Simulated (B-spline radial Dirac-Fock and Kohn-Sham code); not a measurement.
## Electron momentum distribution of Rb³⁰⁺: Compton profiles

System: the Rb³⁰⁺ ion in the configuration [He] 2s2 2p3.

The computed values come from a radial finite-basis atomic code: the impulse approximation on relativistic Hartree-Fock (Dirac-Fock) wave functions, averaged over the configuration. pz is in atomic units of momentum; subshell profiles are per electron, for a selection of subshells; open shells are spread over both j values by their weights.

```tsv
pz	J total	J 1s1/2	J 2s1/2	J 2p1/2	J 2p3/2
0	0.3206	0.0226	0.0780	0.0392	0.0400
0.5	0.3196	0.0226	0.0776	0.0392	0.0400
0.6	0.3192	0.0226	0.0774	0.0392	0.0400
0.8	0.3181	0.0226	0.0768	0.0392	0.0400
1	0.3167	0.0226	0.0762	0.0392	0.0400
1.2	0.3150	0.0226	0.0753	0.0392	0.0400
1.4	0.3130	0.0225	0.0744	0.0392	0.0400
1.6	0.3108	0.0225	0.0733	0.0392	0.0400
1.8	0.3082	0.0225	0.0721	0.0392	0.0400
2	0.3054	0.0224	0.0708	0.0391	0.0399
2.5	0.2974	0.0223	0.0670	0.0390	0.0398
3	0.2880	0.0222	0.0627	0.0389	0.0397
4	0.2660	0.0219	0.0530	0.0382	0.0390
5	0.2413	0.0214	0.0429	0.0371	0.0378
7	0.1907	0.0204	0.0248	0.0332	0.0336
10	0.1273	0.0183	0.00862	0.0245	0.0244
15	0.06630	0.0144	0.00223	0.0113	0.0109
20	0.03801	0.0106	0.00204	0.00446	0.00418
30	0.01454	0.00510	0.00120	0.000703	0.000618
40	0.006071	0.00235	0.000500	0.000139	0.000115
60	0.001305	0.000546	9.31e-05	1.10e-05	7.94e-06
100	0.0001283	5.60e-05	7.78e-06	< 1e-6	< 1e-6
```

J(0) = 0.3206. The 2s1/2 subshell gives the largest part, 49 %.

Mean momentum ⟨p⟩ by subshell (a.u.): 1s1/2 32.5, 2s1/2 11.9, 2p1/2 15.9, 2p3/2 15.5.
